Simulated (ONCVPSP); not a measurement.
**Which change was made? (Ga, ONCV)**

ONCVPSP 4.0.1 input, shortened (lines: element, Z, core and valence counts, functional; n l f; lmax; l rc ep ncon nbas qcut; lloc lpopt rc5 dvloc0; l nproj debl; icmod fcfact rcfact), PBE, scalar-relativistic:

```
  Ga 31.00    3    5        4      upf
    1    0    2.00
    2    0    2.00
    2    1    6.00
    3    0    2.00
    3    1    6.00
    3    2   10.00
    4    0    1.50
    4    1    1.50
    2
    0    0.95    0.00    4    8   10.00
    1    1.25    0.00    4    8   13.50
    2    1.30    0.00    4    9   10.20
    4    4    0.65    0.00
    0    3    2.00
    1    2    3.80
    2    1    0.90
    0    0.00    0.00
```

Cutoffs, loose and tight: the cutoffs (Ha) at which the residual kinetic energy of the hardest occupied pseudo-wave falls to 1 and 0.1 mHa per electron. They do not see the model core or the augmentation charge, which bear on the density cutoff. Test errors are all-electron minus pseudo excitation energies from the reference, over the configurations 3s2 3p6 3d10 4s2 4p1; 3s2 3p6 3d10 4s2 4p0; 3s2 3p6 3d10 4s1 4p0; 3s2 3p6 3d9 4s2 4p1; variants that change the core or the reference have their own tests.

The base gives: outcome: generated; cutoff, loose: 54 Ha; cutoff, tight: 168 Ha; bound ghosts: none; GHOST(+) flags above zero: s; largest test error (meV): +121.

Task: After one change the result is: outcome: generated; cutoff, loose: 109 Ha; cutoff, tight: 168 Ha; bound ghosts: none; GHOST(+) flags above zero: s, p; largest test error (meV): +115. Which change was it?
A. p: qcut 7.7
B. d: rc 1.54
C. d: nproj 3

Result: A. The others give: d: rc 1.54 → outcome: generated; cutoff, loose: 54 Ha; cutoff, tight: 168 Ha; bound ghosts: none; GHOST(+) flags above zero: s; largest test error (meV): +230 | d: nproj 3 → outcome: generated; cutoff, loose: 54 Ha; cutoff, tight: 168 Ha; bound ghosts: none; GHOST(+) flags above zero: s, d; largest test error (meV): +177.
